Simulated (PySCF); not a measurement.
NMR data simulated for an unnamed compound:

1H NMR (300 MHz, computed): δ 6.99 (m, 1H), 6.55 (m, 1H), 5.31 (m, 1H), 3.90 (s, 3H).

13C{1H} NMR (computed): δ 167.6 (C), 136.0 (CH), 119.5 (CH), 84.8 (CH), 57.3 (CH3).

Theoretical values (PySCF): PBE0-D3(BJ)/def2-TZVP geometry, σ from GIAO-B97-2/pcSseg-2. One conformer, relativity neglected, no solvent model, fast rotation and ring inversion assumed for equivalent nuclei.

Shifts are taken against calculated references (same method and geometry level): 1H, 13C vs TMS.

Question: Which of these does the molecule contain: a nitrile, a CH3CH2 unit, a heteroaromatic ring, a CF3 group, a methoxy group?

Answer: 
- A nitrile: no.
- A CH3CH2 unit: no.
- A heteroaromatic ring: yes.
- A CF3 group: no.
- A methoxy group: yes (δC 57.3; δH 3.90 (s)).

The data belong to `InChI=1S/C5H6O2/c1-6-5-3-2-4-7-5/h2-4H,1H3`; they needn't prove each group on their own.

Carbon signals by region: 1 in the far downfield region (above 160 ppm), 2 in the sp2 and nitrile region (100–160 ppm), 2 at 50–100 ppm. Above 160 ppm: 167.6, aromatic carbon bearing oxygen.

Shifts are as computed. Against solution values, carbons near 30 ppm lie about +3 ppm off and those near 130 ppm about +7 ppm. Of 1211 compounds with measured shifts, 218 miss one by over three times the rms of a fit or turn the order of signals round; such compounds aren't used in these exercises. No couplings were computed; multiplicities are counted from neighbouring protons, with m where these are inequivalent, close in shift, in a saturated or five-membered ring or joined by F or P, and br s for small geminal =CH2 splittings.
